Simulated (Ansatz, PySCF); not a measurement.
Molecule: CH2I, charge 0, multiplicity 2. It need not be the lowest isomer of its formula. 
Structure (B3LYP-D3(BJ)/def2-TZVP (Ansatz, a quantum-chemistry and plane-wave program) minimum search):
SMILES: I[CH2]
```xyz
4

C     -1.3014    -1.1848     0.0432
I      0.2107     0.1918    -0.0070
H     -1.6801    -1.4924     1.0033
H     -1.6775    -1.5644    -0.8918
```
Charge 0, spin multiplicity 2.

Quantity: atomisation energy (electronic, to ground-state atoms), in kcal/mol. Correlated levels leave the core frozen unless marked. Open shells are spin-unrestricted. No spin-orbit coupling. The frozen core is the preceding noble-gas configuration, with the filled d and f shells of earlier blocks. In def2 rows, elements after Kr have scalar-relativistic effective core potentials. STO-3G rows are all-electron and non-relativistic. The coupled-cluster limit lacks core correlation, which all-electron functionals hold. CBS(X,Y): correlation extrapolated as X^-3; Hartree-Fock from the larger set. [CCSD(T)-MP2]/basis is that difference in the basis named.

```
level                                                                 program  atomisation energy (kcal/mol)  minus last row
-------------------------------------------------------------  --------------  -----------------------------  --------------
HF/STO-3G                                                              Ansatz                          245.6           -18.0
PBE-D3(BJ)/def2-TZVPD                                          Ansatz + dftd3                          274.4            10.8
PBE-D4/def2-TZVPD                                              Ansatz + dftd4                          274.3            10.7
BLYP/def2-TZVPD                                                        Ansatz                          263.5            -0.1
TPSS/def2-TZVPD                                                         PySCF                          271.5             7.9
M06-L-D4/def2-TZVPD                                             PySCF + dftd4                          266.4             2.8
M06-L/def2-TZVPD                                                        PySCF                          266.3             2.7
r2SCAN/def2-TZVPD                                                      Ansatz                          269.3             5.7
TPSSh/def2-TZVPD                                                        PySCF                          270.0             6.4
MN15-D3(BJ)/def2-TZVPD                                          PySCF + dftd3                          260.3            -3.3
CAM-B3LYP/def2-TZVPD                                                   Ansatz                          263.9             0.3
LC-wPBE-D3(BJ)/def2-TZVPD                                      Ansatz + dftd3                          264.6             1.0
B2PLYP-D3(BJ)/def2-TZVPD                                       Ansatz + dftd3                          262.3            -1.3
B2PLYP-D4/def2-TZVPD                                           Ansatz + dftd4                          261.8            -1.8
SCS-MP2/STO-3G                                                         Ansatz                          270.1             6.5
SCS-MP2/def2-SVPD                                                      Ansatz                          247.7           -15.9
SCS-MP2/def2-TZVPP                                                     Ansatz                          256.1            -7.5
SCS-MP2/def2-QZVPP                                                     Ansatz                          260.8            -2.8
CCSD(T)/STO-3G                                                         Ansatz                          274.2            10.6
RI-MP2/CBS(def2-TZVPPD,def2-QZVPPD)+[CCSD(T)-MP2]/def2-QZVPPD          Ansatz                          263.9             0.3
CCSD(T)/CBS(def2-TZVPPD,def2-QZVPPD)                                   Ansatz                          263.6             0.0
```
